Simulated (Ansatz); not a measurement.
Input for Ansatz (a quantum-chemistry and plane-wave program): R-CCSD(T)/aug-cc-pV(D+d)Z on H4O2Si (SMILES O[SiH2]O) with ghost functions, monomers drawn apart or pushed together. Files ending in .json are basis or fitting sets from the Basis Set Exchange.

Ansatz 0.2 input:
```yaml
crystal:
  periodic: [false, false, false]
  atoms:
    - {symbol: O, position_ang: [-0.04742771, 1.04059696, 1.31714254]}
    - {symbol: Si, position_ang: [-0.63688943, 0.35662861, -0.03988783]}
    - {symbol: O, position_ang: [0.39431490, 0.50732271, -1.31815438]}
    - {symbol: H, position_ang: [0.11139915, 0.46930399, 2.10347644]}
    - {symbol: H, position_ang: [-1.86126226, 1.04050751, -0.49612203]}
    - {symbol: H, position_ang: [-0.91253385, -1.08148378, 0.23563361]}
    - {symbol: H, position_ang: [1.31175691, 0.25786759, -1.18255999]}
basis:
  gaussian:
    orbitals: aug-cc-pV_D+d_Z.json
    ghost_atoms:
      - {symbol: N, position_ang: [0.29938689, -0.55418352, 3.39695226]}
      - {symbol: H, position_ang: [-0.03206497, -1.49274878, 3.20305382]}
      - {symbol: H, position_ang: [1.25952373, -0.62483153, 3.71453749]}
      - {symbol: H, position_ang: [-0.25218316, -0.18572018, 4.16386055]}
magnetization: {spin_polarized: false}
correlation: {method: ccsd_t, electrons: outside_noble_gas}
scf: {lower_state_search: off}
```

Program output:

```
WARN ansatz: RAYON_NUM_THREADS=1 ignored (pool sized by the plan → 1); use --threads N
Functional definition: HF
these checks for a lower state are left out or cut short: stability, starts, cluster_reference, orbital_swaps, neighbouring_geometries, increment
integrals: 0.51 GiB planned
1496 factors; integrals over basis functions are off by at most 1.2e-3 eV
mean field: 0.48 GiB planned
mean field evaluation 1: about -11999.1462 eV, gradient 4.7e1 eV
mean field evaluation 2: about -11999.1528 eV, gradient 4.7e1 eV
mean field evaluation 4: about -12003.1467 eV, gradient 2.6e0 eV
mean field evaluation 8: about -12003.1739 eV, gradient 9.5e-2 eV
mean field -12003.17397184 eV, -441.1085074218 hartree, gradient 2.5e-6 eV, S^2 0.000000; 0 other end points of the search recorded, 0 dependent functions left out
7 core orbitals not correlated
reference -12003.17397184 eV, -441.1085074218 hartree; 10, 10 occupied and 147, 147 virtual orbitals, 1496 factors
second order -14.00578636 eV of doubles, -0.00000000 eV of singles
coupled cluster: 1.66 GiB planned
cycle   1  -14.22041687 eV  change   -2.1e-1 eV  update   9.1e-2
cycle   2  -14.57156456 eV  change   -3.5e-1 eV  update   2.5e-2
cycle   3  -14.66737616 eV  change   -9.6e-2 eV  update   1.3e-2
cycle   4  -14.66103477 eV  change    6.3e-3 eV  update   2.8e-3
cycle   5  -14.65994385 eV  change    1.1e-3 eV  update   1.3e-3
cycle   6  -14.66058720 eV  change   -6.4e-4 eV  update   3.7e-4
cycle   7  -14.66050646 eV  change    8.1e-5 eV  update   1.5e-4
cycle   8  -14.66042427 eV  change    8.2e-5 eV  update   4.9e-5
cycle   9  -14.66041877 eV  change    5.5e-6 eV  update   1.7e-5
perturbative correction -0.39656090 eV, -0.0145733444 hartree
Total energy: -12018.23095151 eV, -441.6618412186 hartree
Checks for a lower state left out: stability, starts, cluster_reference, orbital_swaps, neighbouring_geometries, increment
```

Self-consistency was reached.

Cost: very roughly 26 core-seconds.
